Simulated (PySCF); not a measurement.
# Exercise with solution: oscillator strength and radiative lifetime

B(Me)(NCO)(OH) (C2H4BNO2), SMILES CB(O)N=C=O.

The structure is a stationary point at PBE0-D3(BJ)/def2-SVP. The structure was generated by enumeration, and PubChem lists no compound with its InChIKey, so it may never have been made. One conformer was computed; it need not be the lowest.

PySCF with TDDFT-CAM-B3LYP/def2-SVPD puts the first singlet state with f over 0.02 at 7.22 eV (vertical), with the transition dipole (-0.069, -0.732, 0.000) in atomic units.

Task: Find the oscillator strength, the wavelength and the radiative lifetime that this transition would have in vacuum if emission retraced absorption.

Result: 
|μ|² = 0.5406 au, so |μ| = 1.87 D. ΔE = 7.22/27.211 = 0.2653 hartree. f = (2/3) ΔE |μ|² = 0.096 (the program prints 0.096).
λ = 1239.84/7.22 = 172 nm; ν = 58233 cm⁻¹.
Einstein's coefficient A = 0.6670 ν² f s⁻¹ (ν in cm⁻¹) = 2.2e8 s⁻¹, so τ = 1/A = 4.6 ns. This state is S2; the lower singlet has f = 0.000. The figure is the radiative limit of this one transition; relaxation, internal conversion, crossing to triplets and a medium change what is measured.
